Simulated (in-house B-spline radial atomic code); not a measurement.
**Ionising Ce7+ with different functionals**

Computed with an all-electron radial atomic-structure program (B-spline basis): scalar-relativistic (spin-free X2C) Hamiltonian, Fermi nucleus of rms radius 4.8771 fm, spin-polarised at highest spin, spherical fractional occupations for the functionals, and exact exchange of hybrids averaged over the configuration. The ionisation energy is the difference of two self-consistent energies, [Kr] 4d10 5s2 5p3 → [Kr] 4d10 5s2 5p2, without Breit or QED terms; ε is the level of the shell that loses the electron (its least bound occupied spin orbital). There is no spin-orbit coupling in this Hamiltonian.

| method | rung | ΔSCF (eV) | -ε(5p) (eV) |
| --- | --- | --- | --- |
| PBE0 | global hybrid | 109.93 | 104.72 |
| B3LYP | global hybrid | 109.82 | 104.17 |
| TPSSh | global hybrid | ? | ? |
| BHandHLYP | global hybrid | 109.80 | 106.37 |
| r2SCAN0 | global hybrid | 110.33 | 105.19 |
| B97-1 | global hybrid | 109.78 | 104.28 |
| HSE06 | range-separated hybrid | 109.83 | 104.22 |
| wB97X | range-separated hybrid | ? | ? |
| CAM-B3LYP | range-separated hybrid | 109.80 | 106.04 |
| LC-wPBE | range-separated hybrid | 109.86 | 107.69 |

Task: What does wB97X give?

Result: ΔSCF 109.53 eV, and -ε(5p) = 107.05 eV.

Task: What does TPSSh give?

Result: ΔSCF 109.92 eV, and -ε(5p) = 103.65 eV.

Task: Among the functionals, which spreads more, the ΔSCF values or the orbital energies?

Result: The orbital energies: ΔSCF values span about 0.81 eV and the orbital energies 4.04 eV; here energy differences depend much less on the functional than eigenvalues do.

Task: How do they compare with the NIST value?

Result: NIST lists 106 eV ± 2.1 (tabulated theory, ground level to ground level). Errors run from +3.53 to +4.33 eV. The correlated functionals all miss on the same side by more than they spread, so the cause is common to them (spin-orbit coupling, Breit-QED terms, multiplet and fine-structure energies, or a listed next ion that isn't the cheapest removal here) and closeness doesn't rank the functionals.
